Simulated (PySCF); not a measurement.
A structure optimised at PBE0-D3(BJ)/def2-SVP, used in a PySCF frequency run:

```xyz
10

C     -1.6663     0.0586     1.1526
Si    -0.3114    -0.8065     0.2444
Cl    -0.5355    -0.5927    -1.7834
O      1.1861    -0.0855     0.6741
C      1.4116     1.1723     0.7325
N      1.6332     2.3105     0.8001
H     -1.5304    -0.0493     2.2398
H     -2.6456    -0.3597     0.8754
H     -1.6643     1.1312     0.9036
H     -0.0898    -2.2293     0.5726
```
Charge 0, spin multiplicity 1.

### Question
Write its SMILES and formula.

### Answer
C[Si@@H](Cl)OC#N, C₂H₄ClNOSi

### Question
What are its rotational constants (standard atomic weights)?

### Answer
3.2952, 1.5789, 1.3056 GHz
